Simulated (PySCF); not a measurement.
# How methods differ on the ionisation energy of Al²⁺

Al²⁺ [Ne] 3s1 (2S) → Al³⁺ [Ne] (1S), as a difference of total energies. Computed with PySCF 2.14 in cc-pVDZ-DK (4s3p1d, 18 functions), with scalar relativity by spin-free X2C-1e. The calculations carry no spin-orbit coupling.

| method | ionisation energy (eV) | error (eV) |
| --- | --- | --- |
| UHF | 28.058 | -0.390 |
| BP86 | 28.635 | +0.187 |
| MN15 | 28.034 | -0.414 |

Reference: 28.448 eV (measured; NIST Atomic Spectra Database, ionization energies).
